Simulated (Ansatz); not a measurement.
`F[SiH]1CO1` and `[GeH3][SiH]1CO1` differ in one atom or group.

Ansatz, PBE0-D4/def2-TZVP geometries, multiplicity 1. 

Scalar relativity is left out up to krypton.

| property | `F[SiH]1CO1` |
| --- | --- |
| HOMO energy (ωB97M-V/def2-TZVPP) / eV | -10.28 |
| HOMO–LUMO gap (PBE/def2-TZVPP) / eV | 5.83 |
| HOMO energy (PBE/def2-TZVPP) / eV | -6.65 |
| HOMO energy (B3LYP/def2-TZVPP) / eV | -7.78 |
| size of the dipole moment (B3LYP/def2-TZVPP) / D | 1.87 |
| LUMO energy (PBE0/def2-TZVPP) / eV | 0.03 |

(1) What does the change do to each property? (Best estimate.)

Results:

(1) Ansatz gave: 
```tsv
property	`[GeH3][SiH]1CO1`	shift
HOMO energy (ωB97M-V/def2-TZVPP) / eV	-9.72	0.56
HOMO–LUMO gap (PBE/def2-TZVPP) / eV	4.67	-1.16
HOMO energy (PBE/def2-TZVPP) / eV	-6.32	0.33
HOMO energy (B3LYP/def2-TZVPP) / eV	-7.31	0.47
size of the dipole moment (B3LYP/def2-TZVPP) / D	1.80	-0.07
LUMO energy (PBE0/def2-TZVPP) / eV	-0.85	-0.88
```

With PBE0 the HOMO rises by 0.48 eV and the LUMO falls by 0.88 eV, so the gap narrows by about 1.36 eV. PBE moves the HOMO by 0.33 eV and ωB97M-V by 0.56 eV. Dipoles are sizes alone; their direction can turn.

B3LYP here is the variant with VWN-RPA as its local correlation; programs differ in this.
